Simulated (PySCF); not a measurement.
# UHF on N²⁺ (nitrogen, charge +2)

Configuration: [He] 2s2 2p1, 2P determinant. Computed with PySCF 2.14 in Sapporo-DZP-2012 (4s3p1d, 18 functions), with the spin-free X2C one-electron Hamiltonian (Gaussian nucleus).

- Total energy: -52.833470 hartree
- One-electron energy: -65.4949 hartree
- Hartree (Coulomb) energy: 18.3796 hartree
- Exchange energy: -5.7182 hartree
- ⟨S²⟩: 0.7546
- ⟨L²⟩: 2.012
- Sum of ⟨r⟩: 3.947 bohr
- Sum of ⟨r²⟩: 5.039 bohr²
- Traceless quadrupole moment −½Σ⟨3z² − r²⟩ along its main axis: -0.636 e·bohr²
- Langevin diamagnetic susceptibility: -3.99 ×10⁻⁶ cm³/mol
- Time after the integrals: 0.09 s of wall time on 1 thread of Neoverse-N1 (shared host)

```tsv
shell	electrons	mean orbital energy (eV)	rms radius, mean of both spins (bohr)
1s α	1	-466.73	0.264
1s β	1	-465.55	0.264
2s α	1	-58.811	1.29
2s β	1	-54.180	1.29
2p α	1	-47.876	1.25
```
